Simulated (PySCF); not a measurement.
C₄H₁₄Al₂O₄, singlet (GFN2-xTB optimised geometry):

```
24

Al    -0.558    -1.134     0.024
Al     0.557     1.132     0.000
H     -0.003    -0.004    -1.208
O      0.442    -2.433     0.023
C      1.350    -3.492     0.020
H      0.816    -4.446    -0.001
H      1.996    -3.430    -0.859
H      1.972    -3.455     0.918
O     -2.197    -1.135     0.026
C     -3.590    -1.065     0.026
H     -3.940    -0.543    -0.868
H     -4.018    -2.071     0.038
H     -3.938    -0.523     0.909
H      0.001     0.002     1.233
O      2.196     1.132     0.000
C      3.589     1.061     0.001
H      3.940     0.559    -0.904
H      4.018     2.066     0.035
H      3.936     0.499     0.872
O     -0.442     2.432     0.000
C     -1.347     3.494     0.000
H     -1.992     3.436    -0.880
H     -1.970     3.456     0.897
H     -0.810     4.446    -0.018
```

Calculation: B3LYP/def2-SVP (PySCF).

Problem. What are the frontier orbital energies and the dipole moment?

Solution. HOMO-2 -7.39 eV, HOMO-1 -7.22 eV, HOMO -7.11 eV, LUMO 0.16 eV, LUMO+1 0.90 eV; dipole moment 0.00 D.

On the same geometry PBE/def2-SVP run with PySCF gives HOMO-2 -6.05 eV, HOMO-1 -5.91 eV, HOMO -5.86 eV, LUMO -0.58 eV, LUMO+1 0.36 eV; dipole moment 0.00 D.

Meta-Löwdin charges at B3LYP/def2-SVP: Al1 0.94, Al2 0.94, H3 -0.18, O4 -0.61, C5 -0.04, H6 0.09, H7 0.09, H8 0.09, O9 -0.61, C10 -0.04, H11 0.09, H12 0.09, H13 0.09, H14 -0.18, O15 -0.61, C16 -0.04, H17 0.09, H18 0.09, H19 0.09, O20 -0.61, C21 -0.04, H22 0.09, H23 0.09, H24 0.09.
